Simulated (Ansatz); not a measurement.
`[Sn][Te]`, relaxed with RKS PBE0-D4/def2-TZVP in Ansatz from a PBE-D4/def2-SVP geometry. The force threshold is 0.005 eV/Å; the program also tests the step.

Total charge 0; spin multiplicity 1. Sn, Te: def2 effective core potential.

Start:

```xyz
2

Sn    0.867   -0.857    0.401
Te   -0.867    0.857   -0.401
```

Question: How much energy does the relaxation release, and in how many steps? (Estimate.)

Answer: The calculation gave: 1.80 kJ/mol, in 3 steps, 1 of them rejected.

Question: Which bonds change most? (Best estimate.)

Answer: Computed: Sn1–Te2 from 2.567 to 2.518 Å.

Question: Give the relaxed structure. (An estimate is asked.)

Answer: Ansatz gave: 
```xyz
2

Sn    0.850   -0.841    0.394
Te   -0.850    0.841   -0.394
```
